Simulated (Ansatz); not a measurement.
Start from `[F][Ge]([F])([Cl])[Br]` and change one atom or group to get `[F][GeH]([F])[Cl]`.

Ansatz, PBE0-D4/def2-TZVP geometries, multiplicity 1. 

Scalar relativity is left out up to krypton. Spin–orbit coupling is left out; it splits and shifts lone-pair levels of the heavy atoms by tenths of an eV.

| property | `[F][Ge]([F])([Cl])[Br]` |
| --- | --- |
| LUMO energy (ωB97M-V/def2-TZVPP) / eV | -0.03 |
| HOMO–LUMO gap (PBE/def2-TZVPP) / eV | 5.07 |
| HOMO–LUMO gap (B3LYP/def2-TZVPP) / eV | 6.82 |
| size of the dipole moment (B3LYP/def2-TZVPP) / D | 1.48 |
| HOMO energy (PBE/def2-TZVPP) / eV | -8.18 |
| LUMO energy (PBE/def2-TZVPP) / eV | -3.11 |

Problem. What does the change do to each property? (Best estimate.)

Solution. Computed: 
| property | `[F][GeH]([F])[Cl]` | shift |
| --- | --- | --- |
| LUMO energy (ωB97M-V/def2-TZVPP) / eV | 1.30 | 1.33 |
| HOMO–LUMO gap (PBE/def2-TZVPP) / eV | 6.67 | 1.60 |
| HOMO–LUMO gap (B3LYP/def2-TZVPP) / eV | 8.55 | 1.73 |
| size of the dipole moment (B3LYP/def2-TZVPP) / D | 2.17 | 0.69 |
| HOMO energy (PBE/def2-TZVPP) / eV | -8.51 | -0.33 |
| LUMO energy (PBE/def2-TZVPP) / eV | -1.84 | 1.27 |

With PBE0 the HOMO falls by 0.43 eV and the LUMO rises by 1.35 eV, so the gap widens by about 1.78 eV. PBE moves the HOMO by -0.33 eV and ωB97M-V by -0.49 eV. Dipoles are sizes alone; their direction can turn.

B3LYP here is the variant with VWN-RPA as its local correlation; programs differ in this.
